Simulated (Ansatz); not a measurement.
Sr2Se, relaxed as a singlet with RKS r2SCAN-D4/def2-TZVP in Ansatz, starting from the GFN2-xTB geometry. Force threshold 0.02 eV/Å.

In the def2 sets Sr takes a core potential; there is no spin–orbit coupling. The restricted singlet is unstable towards broken spin symmetry in Hartree–Fock (as tested in another run); at r2SCAN-D4/def2-TZVP this wasn't settled. Another isomer (singlet) lies 0.48 eV lower at PBE0-D4/def2-TZVP; other spin states weren't run for this one.

Start:

```csv
atom,x (Å),y (Å),z (Å)
Sr1,-2.6729,0.1098,0.4862
Sr2,2.6722,-0.1063,-0.4865
Se3,0.0007,-0.0034,0.0003
```

(1) Estimate the energy that the relaxation releases and the steps that it takes.

(2) Does the start keep its bonding?

(3) Predict the relaxed structure.

Results:

(1) 0.02 eV, in 8 steps; 15 s on 4 threads of Arm Neoverse V1 on a shared host. The force fell under the threshold at step 3, but the optimiser went on. No frequencies were taken in this run, so the end may be a saddle point.

(2) By distances, no bond broke or formed. The bond that changes most is Sr2–Se3, from 2.72 to 2.77 Å (atoms count from 1).

(3) 
```xyz
3

Sr   -2.7131    0.1608    0.4875
Sr    2.7150   -0.0586   -0.5003
Se   -0.0018   -0.1022    0.0128
```
Bond lengths (bridged metal pairs left out): 2 × Se–Sr 2.77 Å.
